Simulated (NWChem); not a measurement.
System: NaF; SMILES [F][Na]

Here is an NWChem input.

```
start job
memory heap 200 mb stack 900 mb global 1100 mb
geometry units angstroms noautoz
  Na     0.000000     0.000000    -0.856691
  F      0.000000     0.000000     1.031560
end
basis spherical
  Na library def2-svp
  F library def2-svp
end
dft
  xc xpbe96 cpbe96
  iterations 150
  mulliken
end
task dft energy
```

NWChem printed, in part:

```
             Northwest Computational Chemistry Package (NWChem) 7.3.0
             --------------------------------------------------------

 ORDER OF PRIMARY AXIS IS BEING SET TO 4
 C4V symmetry detected

                             Geometry "geometry" -> ""
                             -------------------------

 Output coordinates in angstroms (scale by  1.889725989 to convert to a.u.)

  No.       Tag          Charge          X              Y              Z
 ---- ---------------- ---------- -------------- -------------- --------------
    1 Na                  11.0000     0.00000000     0.00000000    -0.84971295
    2 F                    9.0000     0.00000000     0.00000000     1.03853805

 Effective nuclear repulsion energy (a.u.)      27.7444829374

      Symmetry information
      --------------------

 Group name             C4v
 Group number             18
 Group order               8
 No. of unique centers     2

  pbe96 is a nonlocal functional; adding pw91lda local functional.

                                 NWChem DFT Module
                                 -----------------

 Summary of "ao basis" -> "ao basis" (spherical)
 ------------------------------------------------------------------------------
       Tag                 Description            Shells   Functions and Types
 ---------------- ------------------------------  ------  ---------------------
 Na                         def2-svp                 7       15   4s2p1d
 F                          def2-svp                 6       14   3s2p1d

      Symmetry analysis of basis
      --------------------------

        a1         13
        a2          0
        b1          2
        b2          2
        e          12

            General Information
            -------------------
          SCF calculation type: DFT
          Wavefunction type:  closed shell.
          No. of atoms     :     2
          No. of electrons :    20
           Alpha electrons :    10
            Beta electrons :    10
          Charge           :     0
          Spin multiplicity:     1
          Use of symmetry is: on ; symmetry adaption is: on
          Maximum number of iterations: 150
          AO basis - number of functions:    29
                     number of shells:    13
          Convergence on energy requested:  1.00D-06
          Convergence on density requested:  1.00D-05
          Convergence on gradient requested:  5.00D-04

              XC Information
              --------------
          PerdewBurkeErnzerhof Exchange Functional  1.000
            Perdew 1991 LDA Correlation Functional  1.000 local
           PerdewBurkeErnz. Correlation Functional  1.000 non-local

             Grid Information
             ----------------
          Grid used for XC integration:  medium
          Radial quadrature: Mura-Knowles
          Angular quadrature: Lebedev.
          Tag              B.-S. Rad. Rad. Pts. Rad. Cut. Ang. Pts.
          ---              ---------- --------- --------- ---------
          Na                  1.80       88           9.0       434
          F                   0.50       49           7.0       434
          Grid pruning is: on
          Number of quadrature shells:   137
          Spatial weights used:  Erf1

      Superposition of Atomic Density Guess
      -------------------------------------

 Sum of atomic energies:        -261.08512097

      Non-variational initial energy
      ------------------------------

 Total energy =    -260.774079
 1-e energy   =    -421.923758
 2-e energy   =     133.405196
 HOMO         =      -0.636074
 LUMO         =      -0.055666

      Symmetry analysis of molecular orbitals - initial
      -------------------------------------------------

 !! scf_movecs_sym_adapt:    4 vectors were symmetry contaminated

  Symmetry fudging

 !! scf_movecs_sym_adapt:    4 vectors were symmetry contaminated

  Numbering of irreducible representations:

     1 a1          2 a2          3 b1          4 b2          5 e

  Orbital symmetries:

     1 a1          2 a1          3 a1          4 a1          5 e
     6 e           7 a1          8 a1          9 e          10 e
    11 a1         12 e          13 e          14 a1         15 a1
    16 b1         17 b2         18 e          19 e          20 a1

     ---------------------------------------------
      Total Density - Mulliken Population Analysis
     ---------------------------------------------

    Atom       Charge   Shell Charges
 -----------   ------   -------------------------------------------------------
    1 Na  11    10.07   2.00  1.99  0.03 -0.01  5.99  0.03  0.03
    2 F    9     9.93   1.99  1.17  0.82  3.67  2.27  0.00

   convergence    iter        energy       DeltaE   RMS-Dens  Diis-err
 ---------------- ----- ----------------- --------- --------- ---------
 d= 0,ls=0.0,diis     1   -261.7126991404 -2.89D+02  1.22D-01  8.49D-01
 d= 0,ls=0.0,diis     2   -254.2720299237  7.44D+00  1.16D-01  3.91D+01
 d= 0,ls=0.0,diis     3   -261.8061390233 -7.53D+00  7.86D-03  1.10D-01
 d= 0,ls=0.0,diis     4   -261.8105892618 -4.45D-03  5.26D-03  3.09D-02
 d= 0,ls=0.0,diis     5   -261.8139755102 -3.39D-03  1.05D-03  1.82D-03
  Resetting Diis
 d= 0,ls=0.0,diis     6   -261.8141487567 -1.73D-04  5.48D-05  9.53D-07
 d= 0,ls=0.0,diis     7   -261.8141488696 -1.13D-07  2.69D-05  4.90D-08
 d= 0,ls=0.0,diis     8   -261.8141488270  4.27D-08  1.88D-05  4.85D-07
 d= 0,ls=0.0,diis     9   -261.8141488750 -4.80D-08  8.14D-07  5.85D-10

         Total DFT energy =     -261.814148874997
      One electron energy =     -424.514686964430
           Coulomb energy =      159.733756941211
    Exchange-Corr. energy =      -24.777701789146
 Nuclear repulsion energy =       27.744482937369

 Numeric. integr. density =       20.000001232277

                  Occupations of the irreducible representations
                  ----------------------------------------------

                     irrep           alpha         beta
                     --------     --------     --------
                     a1                6.0          6.0
                     a2                0.0          0.0
                     b1                0.0          0.0
                     b2                0.0          0.0
                     e                 4.0          4.0

                       DFT Final Molecular Orbital Analysis
                       ------------------------------------

 Vector    8  Occ=2.000000D+00  E=-1.762566D-01  Symmetry=a1
              MO Center= -2.4D-15,  8.1D-16,  9.5D-01, r^2= 8.3D-01
   Bfn.  Coefficient  Atom+Function         Bfn.  Coefficient  Atom+Function
  ----- ------------  ---------------      ----- ------------  ---------------
    21      0.629433  2 F  pz                24     -0.476006  2 F  pz
     3      0.397081  1 Na s                  4     -0.212100  1 Na s
     2      0.142900  1 Na s                  7     -0.092962  1 Na pz
    17     -0.048835  2 F  s                 10     -0.038085  1 Na pz
    18     -0.031535  2 F  s

 Vector    9  Occ=2.000000D+00  E=-1.696436D-01  Symmetry=e
              MO Center=  3.8D-15, -1.0D-15,  9.8D-01, r^2= 7.2D-01
   Bfn.  Coefficient  Atom+Function         Bfn.  Coefficient  Atom+Function
  ----- ------------  ---------------      ----- ------------  ---------------
    19      0.618470  2 F  px                22     -0.438011  2 F  px
     8     -0.153041  1 Na px                20     -0.142825  2 F  py
    23      0.101151  2 F  py                14      0.088322  1 Na d  1
     5      0.042239  1 Na px                 9      0.035342  1 Na py

 Vector   10  Occ=2.000000D+00  E=-1.696436D-01  Symmetry=e
              MO Center= -3.5D-16, -2.0D-16,  9.8D-01, r^2= 7.2D-01
   Bfn.  Coefficient  Atom+Function         Bfn.  Coefficient  Atom+Function
  ----- ------------  ---------------      ----- ------------  ---------------
    20      0.618470  2 F  py                23     -0.438011  2 F  py
     9     -0.153041  1 Na py                19      0.142825  2 F  px
    22     -0.101151  2 F  px                12     -0.088322  1 Na d -1
     6      0.042239  1 Na py                 8     -0.035342  1 Na px

 Vector   11  Occ=0.000000D+00  E=-7.228865D-02  Symmetry=a1
              MO Center= -1.6D-15,  4.1D-16, -1.8D+00, r^2= 5.5D+00
   Bfn.  Coefficient  Atom+Function         Bfn.  Coefficient  Atom+Function
  ----- ------------  ---------------      ----- ------------  ---------------
     4      0.590159  1 Na s                 10     -0.391346  1 Na pz
     3      0.366352  1 Na s                  2      0.226743  1 Na s
    21     -0.132334  2 F  pz                24      0.119910  2 F  pz
     7      0.089658  1 Na pz                18     -0.058603  2 F  s
     1     -0.035404  1 Na s                 17     -0.032866  2 F  s

 Vector   12  Occ=0.000000D+00  E= 1.808904D-02  Symmetry=e
              MO Center= -4.0D-16, -8.4D-16, -1.0D+00, r^2= 6.7D+00
   Bfn.  Coefficient  Atom+Function         Bfn.  Coefficient  Atom+Function
  ----- ------------  ---------------      ----- ------------  ---------------
     8      0.992268  1 Na px                14      0.140969  1 Na d  1
    19      0.141636  2 F  px                 5     -0.137686  1 Na px
    22     -0.116543  2 F  px

 Vector   13  Occ=0.000000D+00  E= 1.808904D-02  Symmetry=e
              MO Center= -1.2D-15,  6.4D-17, -1.0D+00, r^2= 6.7D+00
   Bfn.  Coefficient  Atom+Function         Bfn.  Coefficient  Atom+Function
  ----- ------------  ---------------      ----- ------------  ---------------
     9      0.992268  1 Na py                12     -0.140969  1 Na d -1
    20      0.141636  2 F  py                 6     -0.137686  1 Na py
    23     -0.116543  2 F  py

     ---------------------------------------------
      Total Density - Mulliken Population Analysis
     ---------------------------------------------

[...]
```

Level: PBE/def2-SVP. Geometry: optimised at PBE0/def2-SVP.
